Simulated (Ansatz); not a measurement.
Computed with Ansatz on PBE0-D4/def2-TZVP structures; ΔE is electronic, products minus reactants. CBS: MP2 limit from def2 TZ/QZ plus the TZ coupled-cluster correction, frozen cores. This one scheme is used for every species. Functionals use def2-TZVPP. Each species was taken in one conformer, which may not be the lowest.

`C#CCCF` + `COC(=O)O` → `C#CCOC(=O)OC` + `CF`  (substitution at a C–C bond)

`C#CCCF`:

```xyz
10

C     1.211   -1.869   -0.548
C     0.663   -0.802   -0.545
C     0.001    0.490   -0.519
C    -0.701    0.782    0.793
F    -1.759   -0.082    0.974
H     1.693   -2.818   -0.555
H     0.737    1.283   -0.693
H    -0.729    0.552   -1.332
H    -1.097    1.802    0.787
H    -0.018    0.662    1.639
```

`COC(=O)O`:

Z-matrix (Å, degrees):
```
C
O 1 1.424
H 1 1.091 2 110.6
H 1 1.087 2 105.6 3 119.5
H 1 1.091 2 110.6 3 -120.9
C 2 1.324 1 114.6 3 60.3
O 6 1.335 2 108.5 1 -180.0
O 6 1.201 2 126.4 1 0.0
H 7 0.964 6 106.1 2 180.0
```

`C#CCOC(=O)OC`:

```xyz
14

C    -0.672    3.240   -0.311
C    -0.504    2.339    0.462
C    -0.307    1.257    1.411
O    -0.747    0.000    0.896
C     0.145   -0.639    0.136
O     1.269   -0.281   -0.086
O    -0.429   -1.744   -0.319
C     0.408   -2.549   -1.142
H    -0.815    4.037   -1.002
H     0.746    1.192    1.692
H    -0.909    1.424    2.305
H    -0.203   -3.399   -1.437
H     0.734   -1.991   -2.020
H     1.285   -2.885   -0.587
```

`CF`:

```xyz
5

C     0.033    0.018   -0.048
F    -0.716   -0.389    1.033
H     0.768    0.755    0.284
H    -0.629    0.464   -0.794
H     0.543   -0.848   -0.475
```

```tsv
species	PBE0 energy (Eh)
`C#CCCF`	-255.01244
`COC(=O)O`	-304.11169
`C#CCOC(=O)OC`	-419.44393
`CF`	-139.65488
```

(1) Work out ΔE.

Largest T1 diagnostic among the species: 0.014.

Results:

(1) ΔE = (-419.44393) + (-139.65488) − (-255.01244) − (-304.11169) = 0.02532 Eh = +66.5 kJ/mol. CCSD(T)/CBS gives +62.3 kJ/mol.

The D4 term adds −3.1 kJ/mol with B3LYP and −2.1 kJ/mol with PBE0; it sums over pairs of atoms, weighted by their polarisabilities, and B3LYP, whose exchange is more repulsive, gets the larger term. From PBE to PBE0 (25 % exact exchange), in def2-TZVPP and without D4, ΔE moves by +3.1 kJ/mol.

B3LYP here is the variant with VWN-RPA as its local correlation; programs differ in this.
